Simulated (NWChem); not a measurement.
## Basis-set dependence for OPb

```xyz
2

Pb     0.0000     0.0000     0.1746
O      0.0000     0.0000    -1.7900
```
Charge 0, spin multiplicity 1.

The numbers come from NWChem runs, not from measurements. All single points use one geometry, from PBE/def2-SVP with def2 effective core potentials on Pb, a minimum by its harmonic frequencies.

Hartree-Fock energies in Ha, correlation energies in mHa.

Effective core potentials replace the inner electrons of Pb; spin-orbit coupling is left out. The correlated methods keep 5 core orbitals frozen. The structure started from a generated list of species. Coupled-cluster values serve here as a point of comparison, not as the truth.

| basis | functions | RHF | MP2 | SCS-MP2 | CCSD | CCSD+T(CCSD) | CCSD(T) | CR-CCSD[T] | CR-CCSD(T) |
|---|---|---|---|---|---|---|---|---|---|
| def2-SVP | 40 | -266.56362 | -323.8 | -307.8 | -308.7 | -343.6 | -331.2 | -333.8 | -325.3 |
| def2-TZVP | 81 | -266.67638 | -669.3 | -614.5 | -616.0 | -657.5 | -647.1 | -645.2 | -638.3 |
| def2-QZVP | 139 | -266.68307 | -785.4 | -721.0 | not run | not run | not run | not run | not run |

From def2-TZVP to def2-QZVP the Hartree-Fock energy moves by -6.7 mHa and the MP2 correlation energy by -116.1 mHa, which is 15 % of its value in the larger set.
